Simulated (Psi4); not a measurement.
Two rigid molecules brought together: CH4 ··· C3H6 (SMILES C and C1CC1). Monomers: optimised at B3LYP-D3(BJ) (def2-TZVP), held rigid. Orientation: lowest of the rigid-body minima from ten starts at GFN2-xTB. The monomers approach along the line of their centres of mass (distance R); nothing else relaxes.

Computed with SAPT0/jun-cc-pVDZ, frozen core run with Psi4.

Components in kJ/mol:

| R / Å | electrostatics | exchange | induction | dispersion | total |
|---|---|---|---|---|---|
| 3.36 | -6.60 | 20.68 | -1.48 | -10.90 | 1.70 |
| 3.55 | -3.62 | 10.99 | -0.80 | -7.79 | -1.22 |
| 3.73 | -2.07 | 5.98 | -0.44 | -5.72 | -2.26 |
| 3.96 | -1.04 | 2.71 | -0.21 | -3.92 | -2.45 |
| 4.14 | -0.62 | 1.45 | -0.11 | -2.95 | -2.24 |
| 4.37 | -0.34 | 0.64 | -0.05 | -2.09 | -1.84 |
| 4.65 | -0.18 | 0.24 | -0.02 | -1.41 | -1.37 |
| 4.96 | -0.10 | 0.08 | -0.01 | -0.94 | -0.97 |
| 5.43 | -0.05 | 0.01 | 0.00 | -0.53 | -0.57 |
| 6.19 | -0.02 | 0.00 | 0.00 | -0.24 | -0.26 |
| 7.19 | -0.01 | 0.00 | 0.00 | -0.09 | -0.10 |
| 8.46 | 0.00 | 0.00 | 0.00 | -0.03 | -0.04 |
